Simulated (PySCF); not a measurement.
Si(H)(I)2(OH) (H2I2OSi), SMILES [SiH](I)(I)O.

Coordinates come from a PBE0-D3(BJ)/def2-SVP optimisation. The structure was generated by enumeration, and PubChem lists no compound with its InChIKey, so it may never have been made. The def2 effective core potentials stand for the cores of I; spin–orbit coupling is left out. Other conformers were not sampled.

All values below come from PySCF with PBE0-D3(BJ)/def2-SVP.

Frequencies are harmonic and unscaled.

| mode | ν (cm⁻¹) | IR (km/mol) | moving atoms (share of kinetic energy) |
|---|---|---|---|
| 1 | 86 | 0.2 | I 85 %, Si 9 % |
| 2 | 159 | 12.8 | O 50 %, H 38 %, I 12 % |
| 3 | 215 | 9.6 | O 43 %, Si 31 %, I 16 %, H 10 % |
| 4 | 286 | 78.4 | H 57 %, O 31 % |
| 5 | 334 | 14.5 | Si 71 %, I 17 % |
| 6 | 418 | 224.7 | Si 77 %, I 10 %, H 9 % |
| 7 | 747 | 214.2 | H 94 % |
| 8 | 761 | 60.1 | H 87 %, O 12 % |
| 9 | 850 | 324.2 | H 75 %, O 14 %, Si 11 % |
| 10 | 935 | 38.2 | O 46 %, Si 34 %, H 20 % |
| 11 | 2312 | 57.2 | H 97 % |
| 12 | 3914 | 142.7 | H 94 % |
